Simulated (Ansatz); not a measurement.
Reaction (ligand exchange at a Mo–O bond): `[NH2][Mo](=[O])([OH])=[S]` + H–F → `[NH2][Mo](=[O])([F])=[S]` + H₂O

Gas-phase electronic energies from Ansatz, PBE0-D4/def2-TZVP geometries. CBS: MP2 limit from def2 TZ/QZ plus the TZ coupled-cluster correction, frozen cores. This one scheme is used for every species. Functionals use def2-TZVPP. B3LYP here is the variant with VWN-RPA as its local correlation; programs differ in this. def2 core potentials past Kr. For Mo outer-core shells are correlated without core-valence functions, which leaves a few kJ/mol of doubt a bond. Each species was taken in one conformer, which may not be the lowest.

```csv
level,ΔE (kJ/mol)
PBE-D4,-31.9
BLYP-D4,-33.4
ωB97M-V,-31.5
r2SCAN,-34.2
B3LYP,-35.2
r2SCAN0,-30.5
CCSD/def2-TZVPP,-26.3
MP2/CBS(def2),-24.0
```

Q: What does CCSD(T)/CBS give? (Estimate.)

A: The calculation gave: -26.4 kJ/mol. The listed levels differ from it by -5.5, -7.0, -5.1, -7.8, -8.8, -4.1, 0.1, 2.4 kJ/mol.

Largest T1 diagnostic among the species: 0.025, so the coupled-cluster value is less sure than usual.

From BLYP to BHLYP (50 % exact exchange), in def2-TZVPP and without D4, ΔE moves by +5.8 kJ/mol. Leaving LDA and LC-ωPBE aside and taking each functional with its dispersion term where it has one, the values, not all of them listed here, spread over 10.6 kJ/mol, from B97M-V to PBE-QIDH. LDA lies +7.3 kJ/mol from PBE without D4.
